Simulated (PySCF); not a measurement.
$^{31}$P chemical shifts

PySCF 2.14.0 with density-fitted response routines calculation with shieldings: GIAO PBE0/pcSseg-1 and GFN2-xTB geometry; isolated molecule, averaged over atoms made equivalent by symmetry, fast rotation or ring inversion, one computed conformer, non-relativistic Hamiltonian.

Shieldings were converted by a linear fit to measured shifts: $^{31}$P: δ = 270.09 − 0.828σ (rms 18.1 ppm, 64 shifts vs H3PO4, solution or neat liquid). A few per cent of atoms miss by over 2 rms, more outside the fitted compound classes.

Q: Match the shifts 236.0, 212.5, -9.8, -187.6, -241.3 ppm to `C/C=C\[P@H](=O)CCC#N`, `CC(=O)c1ccpcn1`, `C=C[C@@H](C#N)[Si@H](C)P`, `CC(=O)c1cpccn1`, `N#CCCP=C=O`.

A: 236.0: CC(=O)c1cpccn1 (phosphorus bonded to 2 C, in a 6-membered ring); 212.5: CC(=O)c1ccpcn1 (phosphorus bonded to 2 C, in a 6-membered ring); -9.8: C/C=C\[P@H](=O)CCC#N (phosphorus bonded to 2 C, O, H); -187.6: N#CCCP=C=O (phosphorus bonded to 2 C); -241.3: C=C[C@@H](C#N)[Si@H](C)P (phosphorus bonded to Si, 2 H).
